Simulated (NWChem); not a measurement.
The numbers come from NWChem runs, not from measurements. System: C2H3AlCl2, charge 0, spin multiplicity 1, at a geometry optimised with B3LYP/def2-SVP. The structure started from a generated list of species. Level: RHF/def2-TZVP.

Job file:

```
start mol
memory heap 200 mb stack 800 mb global 1000 mb
geometry units angstroms nocenter noautoz
  Al    -0.053867    -0.149309     0.000000
  Cl    -1.831122    -1.274604     0.000000
  Cl    -0.213821     1.951100     0.000000
  C      1.683948    -0.985753     0.000000
  C      2.824620    -0.273090     0.000000
  H      1.771506    -2.081206     0.000000
  H      3.813850    -0.748725     0.000000
  H      2.827521     0.823570     0.000000
  symmetry group Cs
end
basis spherical
  * library def2-tzvp
end
scf
  rhf
  nopen 0
  maxiter 100
  thresh 1e-7
  semidirect memsize 60000000 filesize 0
end
task scf energy
```

NWChem printed:

```
             Northwest Computational Chemistry Package (NWChem) 7.3.0
             --------------------------------------------------------

                                NWChem Input Module
                                -------------------

 Scaling coordinates for geometry "geometry" by  1.889725989
 (inverse scale =  0.529177249)

 Turning off AUTOSYM since
 SYMMETRY directive was detected!

                             Geometry "geometry" -> ""
                             -------------------------

 Output coordinates in angstroms (scale by  1.889725989 to convert to a.u.)

  No.       Tag          Charge          X              Y              Z
 ---- ---------------- ---------- -------------- -------------- --------------
    1 Al                  13.0000    -0.05386700    -0.14930900     0.00000000
    2 Cl                  17.0000    -1.83112200    -1.27460400     0.00000000
    3 Cl                  17.0000    -0.21382100     1.95110000     0.00000000
    4 C                    6.0000     1.68394800    -0.98575300     0.00000000
    5 C                    6.0000     2.82462000    -0.27309000     0.00000000
    6 H                    1.0000     1.77150600    -2.08120600     0.00000000
    7 H                    1.0000     3.81385000    -0.74872500     0.00000000
    8 H                    1.0000     2.82752100     0.82357000     0.00000000

 Effective nuclear repulsion energy (a.u.)     292.6511770368

            Nuclear Dipole moment (a.u.)
            ----------------------------
        X                 Y               Z
 ---------------- ---------------- ----------------
    -0.0000321253    -0.0000075589     0.0000000000

      Symmetry information
      --------------------

 Group name             Cs
 Group number              2
 Group order               2
 No. of unique centers     8

      Symmetry unique atoms

     1    2    3    4    5    6    7    8


 Summary of "ao basis" -> "" (spherical)
 ------------------------------------------------------------------------------
       Tag                 Description            Shells   Functions and Types
 ---------------- ------------------------------  ------  ---------------------
 *                         def2-tzvp                  on all atoms

 Summary of "ao basis" -> "ao basis" (spherical)
 ------------------------------------------------------------------------------
       Tag                 Description            Shells   Functions and Types
 ---------------- ------------------------------  ------  ---------------------
 Al                        def2-tzvp                13       37   5s5p2d1f
 Cl                        def2-tzvp                13       37   5s5p2d1f
 C                         def2-tzvp                11       31   5s3p2d1f
 H                         def2-tzvp                 4        6   3s1p

                                 NWChem SCF Module
                                 -----------------

  ao basis        = "ao basis"
  functions       =   191
  atoms           =     8
  closed shells   =    31
  open shells     =     0
  charge          =   0.00
  wavefunction    = RHF
  use symmetry    = T
  symmetry adapt  = T

 Summary of "ao basis" -> "ao basis" (spherical)
 ------------------------------------------------------------------------------
       Tag                 Description            Shells   Functions and Types
 ---------------- ------------------------------  ------  ---------------------
 Al                        def2-tzvp                13       37   5s5p2d1f
[...]
    11 a'         12 a"         13 a'         14 a'         15 a"
    16 a'         17 a'         18 a'         19 a'         20 a'
    21 a'         22 a'         23 a'         24 a'         25 a'
    26 a'         27 a"         28 a"         29 a'         30 a'
    31 a"         32 a"         33 a'         34 a"         35 a'
    36 a'         37 a'         38 a'         39 a'         40 a'
    41 a'

             Final eigenvalues
             -----------------

              1
    1 -104.8235
    2 -104.8225
    3  -58.5320
    4  -11.2640
    5  -11.2328
    6  -10.5530
    7  -10.5520
    8   -8.0195
    9   -8.0188
   10   -8.0188
   11   -8.0186
   12   -8.0179
   13   -8.0178
   14   -4.9437
   15   -3.2597
   16   -3.2583
   17   -3.2569
   18   -1.0887
   19   -1.0759
   20   -1.0404
   21   -0.7881
   22   -0.6459
   23   -0.5970
   24   -0.5640
   25   -0.5173
   26   -0.4879
   27   -0.4836
   28   -0.4667
   29   -0.4587
   30   -0.4437
   31   -0.3962
   32    0.0550
   33    0.0911
   34    0.1407
   35    0.1532
   36    0.1552
   37    0.1823
   38    0.2088
   39    0.2268
   40    0.2420
   41    0.2721

                       ROHF Final Molecular Orbital Analysis
                       -------------------------------------

 Vector   29  Occ=2.000000D+00  E=-4.587051D-01  Symmetry=a'
              MO Center= -8.8D-01,  4.7D-01, -4.8D-15, r^2= 4.4D+00
   Bfn.  Coefficient  Atom+Function         Bfn.  Coefficient  Atom+Function
  ----- ------------  ---------------      ----- ------------  ---------------
    89      0.390625  3 Cl px                53      0.344080  2 Cl py
    92      0.255583  3 Cl px                56      0.221252  2 Cl py
    86      0.182324  3 Cl px                50      0.161592  2 Cl py

 Vector   30  Occ=2.000000D+00  E=-4.436669D-01  Symmetry=a'
              MO Center=  9.1D-01, -5.2D-01,  1.2D-13, r^2= 4.5D+00
   Bfn.  Coefficient  Atom+Function         Bfn.  Coefficient  Atom+Function
  ----- ------------  ---------------      ----- ------------  ---------------
   120      0.211183  4 C  px                52      0.210008  2 Cl px
   117      0.210530  4 C  px                15     -0.177289  1 Al px

 Vector   31  Occ=2.000000D+00  E=-3.961502D-01  Symmetry=a"
              MO Center=  2.1D+00, -6.1D-01, -3.0D-14, r^2= 1.9D+00
   Bfn.  Coefficient  Atom+Function         Bfn.  Coefficient  Atom+Function
  ----- ------------  ---------------      ----- ------------  ---------------
   119      0.261158  4 C  pz               122      0.261232  4 C  pz
   150      0.251172  5 C  pz               153      0.250732  5 C  pz
   125      0.166504  4 C  pz               156      0.156162  5 C  pz

 Vector   32  Occ=0.000000D+00  E= 5.500325D-02  Symmetry=a"
              MO Center=  6.7D-01, -3.4D-01,  1.7D-14, r^2= 5.4D+00
   Bfn.  Coefficient  Atom+Function         Bfn.  Coefficient  Atom+Function
  ----- ------------  ---------------      ----- ------------  ---------------
    20      0.739225  1 Al pz               156     -0.395984  5 C  pz
    17      0.298045  1 Al pz                57     -0.237468  2 Cl pz
    94     -0.214386  3 Cl pz               150     -0.179567  5 C  pz
   125      0.160200  4 C  pz               153     -0.160986  5 C  pz

 Vector   33  Occ=0.000000D+00  E= 9.110732D-02  Symmetry=a'
              MO Center= -5.4D-02, -2.0D-01, -6.2D-15, r^2= 6.0D+00
   Bfn.  Coefficient  Atom+Function         Bfn.  Coefficient  Atom+Function
  ----- ------------  ---------------      ----- ------------  ---------------
     5      2.672905  1 Al s                116     -1.175924  4 C  s
   123      0.899487  4 C  px                18      0.535359  1 Al px
    79     -0.506040  3 Cl s                 42     -0.496697  2 Cl s
   147     -0.412112  5 C  s                 93      0.345061  3 Cl py
    55     -0.299526  2 Cl px                19     -0.287007  1 Al py

 Vector   34  Occ=0.000000D+00  E= 1.407188D-01  Symmetry=a"
              MO Center=  1.4D+00, -2.2D-01,  1.3D-13, r^2= 6.3D+00
   Bfn.  Coefficient  Atom+Function         Bfn.  Coefficient  Atom+Function
  ----- ------------  ---------------      ----- ------------  ---------------
   125     -0.940851  4 C  pz                20      0.899180  1 Al pz
   156      0.781990  5 C  pz                94     -0.241703  3 Cl pz
   119     -0.223825  4 C  pz                57     -0.186771  2 Cl pz
   122     -0.178780  4 C  pz               150      0.157833  5 C  pz

 center of mass
 --------------
 x =  -0.15827970 y =   0.03810966 z =   0.00000000

 moments of inertia (a.u.)
 ------------------
         745.104163043599        -121.526490471005           0.000000000000
        -121.526490471005         977.428040523522           0.000000000000
           0.000000000000           0.000000000000        1722.532203567121

  Mulliken analysis of the total density
  --------------------------------------

    Atom       Charge   Shell Charges
 -----------   ------   -------------------------------------------------------
    1 Al  13    12.18   2.00  0.65  1.33  0.64  0.06  2.92  2.28  0.82  0.82  0.14  0.21  0.19  0.10
    2 Cl  17    17.31   2.01  0.45  1.52  1.08  0.86  4.18  1.69  1.07  2.88  1.56  0.01  0.02  0.00
    3 Cl  17    17.32   2.01  0.45  1.52  1.08  0.86  4.18  1.69  1.07  2.88  1.56  0.01  0.02  0.00
    4 C    6     6.40   0.85  1.12  0.49  0.64  0.13  1.21  1.41  0.48  0.02  0.05  0.01
    5 C    6     6.21   0.86  1.12  0.51  0.62  0.11  1.20  1.28  0.42  0.02  0.06  0.01
    6 H    1     0.86   0.26  0.49  0.08  0.02
    7 H    1     0.87   0.26  0.49  0.09  0.02
    8 H    1     0.85   0.26  0.49  0.08  0.02

       Multipole analysis of the density wrt the origin
       ------------------------------------------------

     L   x y z        total         open         nuclear
     -   - - -        -----         ----         -------
     0   0 0 0     -0.000000      0.000000     62.000000

     1   1 0 0      0.886558      0.000000     -0.000032
     1   0 1 0     -0.310574      0.000000     -0.000008
     1   0 0 1     -0.000000      0.000000      0.000000

     2   2 0 0    -36.922868      0.000000    529.873088
     2   1 1 0     -1.040050      0.000000     49.594614
     2   1 0 1      0.000000      0.000000      0.000000
     2   0 2 0    -40.071520      0.000000    373.075234
     2   0 1 1      0.000000      0.000000      0.000000
     2   0 0 2    -36.576634      0.000000      0.000000

 Task  times  cpu:       44.2s     wall:       44.2s

 Total times  cpu:       44.2s     wall:       44.2s
```
